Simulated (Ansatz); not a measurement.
Basis sets compared for the cluster GeI2. Charge 0, multiplicity 1. Geometry B3LYP-D4/def2-TZVP. Ansatz on 4 threads of Arm Neoverse V2 on a shared host; times are rough, and most runs start from earlier orbitals.

```csv
atom,x (Å),y (Å),z (Å)
Ge1,1.005,-0.047,-0.379
I2,-1.007,-1.563,-0.951
I3,0.002,1.610,1.331
```

In the def2 sets I takes a core potential; there is no spin–orbit coupling. The structure comes from a short search, and lower isomers may exist.

Binding counts from free atoms (Ge triplet, I doublet) in the same basis, without a counterpoise term.

```json
{"level": "PBE-D4/def2-SVP", "functions": "84", "energy (Eh)": "-2671.8982", "HOMO (eV)": "-6.30", "LUMO (eV)": "-4.00", "binding per atom (eV)": "2.23", "wall time": "0.5 s"}
{"level": "PBE-D4/def2-TZVP (with forces)", "functions": "148", "energy (Eh)": "-2672.1792", "HOMO (eV)": "-6.33", "LUMO (eV)": "-4.02", "binding per atom (eV)": "2.24", "wall time": "1.1 s"}
{"level": "r2SCAN-D4/def2-TZVP", "functions": "148", "energy (Eh)": "-2672.7284", "HOMO (eV)": "-6.60", "LUMO (eV)": "-4.04", "binding per atom (eV)": "2.13", "wall time": "2.1 s"}
{"level": "PBE0-D4/def2-SVP", "functions": "84", "energy (Eh)": "-2671.9950", "HOMO (eV)": "-7.32", "LUMO (eV)": "-3.43", "binding per atom (eV)": "2.10", "wall time": "0.95 s"}
{"level": "PBE0-D4/def2-TZVP", "functions": "148", "energy (Eh)": "-2672.2750", "HOMO (eV)": "-7.31", "LUMO (eV)": "-3.39", "binding per atom (eV)": "2.12", "wall time": "1.6 s"}
```

(1) Estimate the rows for PBE-D4/def2-TZVPD, r2SCAN-D4/def2-TZVPD, PBE0-D4/def2-TZVPD.

## Answers

(1) 
```json
{"level": "PBE-D4/def2-TZVPD", "functions": "172", "energy (Eh)": "-2672.1802", "HOMO (eV)": "-6.36", "LUMO (eV)": "-4.04", "binding per atom (eV)": "2.24", "wall time": "1.4 s"}
{"level": "r2SCAN-D4/def2-TZVPD", "functions": "172", "energy (Eh)": "-2672.7294", "HOMO (eV)": "-6.61", "LUMO (eV)": "-4.05", "binding per atom (eV)": "2.14", "wall time": "2.9 s"}
{"level": "PBE0-D4/def2-TZVPD", "functions": "172", "energy (Eh)": "-2672.2760", "HOMO (eV)": "-7.33", "LUMO (eV)": "-3.41", "binding per atom (eV)": "2.12", "wall time": "2.2 s"}
```
